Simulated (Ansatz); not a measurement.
Cost and result up the ladder for Si(OtBu)H3 (C₄H₁₂OSi) (18 atoms). The state is a singlet with charge 0. Geometry: PBE-D4/def2-SVP.

```tsv
atom	x (Å)	y (Å)	z (Å)
C1	0.1363	-0.3649	0.2419
C2	-0.5097	-1.1457	-0.9112
C3	1.2330	-1.2005	0.9112
C4	-0.9191	0.0657	1.2702
O5	0.8141	0.8002	-0.2740
Si6	0.1954	2.0843	-1.1573
H7	-0.9738	-2.0822	-0.5419
H8	-1.3039	-0.5499	-1.4064
H9	0.2497	-1.4097	-1.6738
H10	2.0080	-1.4762	0.1692
H11	0.8159	-2.1284	1.3508
H12	1.7203	-0.6146	1.7152
H13	-1.7120	0.6811	0.7981
H14	-0.4512	0.6652	2.0761
H15	-1.4068	-0.8176	1.7295
H16	1.3593	3.0033	-1.3769
H17	-0.8945	2.8291	-0.4265
H18	-0.3609	1.6609	-2.4942
```

Ansatz on 4 threads of Arm Neoverse V2 on a shared host. Times are rough, and most runs start from the orbitals of an earlier one. ωB97M-V/def2-TZVP serves as the yardstick here, not as an exact answer. Differences are given only for rows in sets of like size (and for xTB, whose basis is part of the method), since another set adds its own error. Binding counts from free atoms at the same level (C triplet, O triplet, Si triplet, H doublet; other spins of the atoms weren't run), without zero-point energy or a counterpoise term.

Correlated methods freeze 10 core orbitals. The rows differ in basis, and correlated rows in double-zeta sets carry the largest basis error. Another isomer (singlet) lies 1.12 eV lower at PBE0-D4/def2-TZVP; other spin states weren't run for this one.

Correlated methods converge slowly with the basis, most of all in double-zeta sets.

```csv
level,functions,wall time,binding energy per atom (eV),difference from ωB97M-V/def2-TZVP (eV)
HF/STO-3G,46,0.2 s,3.65,–
PBE-D4/def2-SVP,148,1.6 s,4.00,–
LDA (SPW92)/def2-TZVP,264,1.8 s,4.44,0.50
PBE0-D4/def2-SVP,148,2 s,3.96,–
BLYP-D4/def2-TZVP,264,3 s,3.91,-0.03
PBE-D4/def2-TZVP (with forces),264,3.3 s,3.98,0.04
MP2/def2-TZVP,264,4.2 s,3.83,-0.11
PBE0-D4/def2-TZVP,264,5.5 s,3.93,-0.01
r2SCAN-D4/def2-TZVP,264,6 s,3.94,0.00
ωB97M-V/def2-TZVP,264,13 s,3.94,0.00
CCSD(T)/def2-SVP,148,28 s,3.77,–
```
